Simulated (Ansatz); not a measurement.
Geometry optimisation, RKS PBE-D4/def2-SVP in Ansatz 0.2.0.

Input:

```yaml
crystal:
  periodic: [false, false, false]
  atoms:
    - { symbol: Al, position_ang: [-0.820365, -0.324717, -0.430579] }
    - { symbol: H, position_ang: [0.350157, -1.234998, -0.860783] }
    - { symbol: O, position_ang: [-1.831073, 0.549727, -1.500515] }
    - { symbol: O, position_ang: [-1.193937, -0.433786, 1.233715] }
    - { symbol: H, position_ang: [1.876374, 1.139847, 0.533139] }
    - { symbol: F, position_ang: [1.402698, 1.741778, 0.024679] }
    - { symbol: H, position_ang: [1.576542, -1.337057, 0.60815] }
    - { symbol: F, position_ang: [2.172912, -0.912977, 1.167081] }
    - { symbol: H, position_ang: [-1.64021, 0.726766, -2.434389] }
    - { symbol: H, position_ang: [-1.893098, 0.085416, 1.659601] }
basis:
  gaussian: { orbitals: def2-SVP }
hamiltonian:
  xc: pbe
  dispersion: d4
relax:
  f_tol: 0.03
  max_steps: 50
```

Command:

```bash
$ ansatz run input.yaml --threads 2 --pin off --max-ram 3072MiB --backend cpu --events-out ev --progress --plain --runs-dir out
```

Question: Where does it end, and by what steps?

Answer: It converged. After 19 steps the energy has fallen by 1.660 eV; F8 moved furthest, 1.14 Å. Parted: Al1–H2, H5–F6, H7–F8. Joined: Al1–F6, H2–H7, H5–F8.

```
step  energy less start (eV)  largest force component (eV/Å)  accepted
   0                  0.0000                           1.088       yes
   1                 -0.2479                           0.560       yes
   2                 -0.4765                           0.379       yes
   3                 -0.7459                           0.601       yes
   4                 -0.8403                           1.010       yes
   5                 -0.9243                           0.448       yes
   6                 -0.9417                           0.960       yes
   7                 -0.9866                           0.462       yes
   8                 -1.0223                           0.349       yes
   9                 -1.0567                           0.301       yes
  10                 -1.1774                           1.281       yes
  11                 -1.3209                           2.079       yes
  12                 -1.5914                           0.403       yes
  13                 -1.5711                           1.516        no
  14                 -1.6179                           0.489       yes
  15                 -1.6479                           0.108       yes
  16                 -1.6452                           0.326        no
  17                 -1.6534                           0.116       yes
  18                 -1.6573                           0.120       yes
  19                 -1.6597                           0.015       yes
```

```xyz
10
Properties=species:S:1:pos:R:3
Al -0.618 0.361 0.035
H 0.279 -1.485 -0.196
O -1.393 0.303 -1.485
O -1.395 -0.051 1.495
H 2.117 0.505 0.360
F 0.775 1.337 0.225
H 0.972 -1.148 -0.028
F 2.657 -0.287 0.340
H -1.065 0.764 -2.271
H -2.331 -0.299 1.525
```

Run time: 58 s on 2 threads of Arm Neoverse N1, on a shared host, peak memory 0.13 GiB.
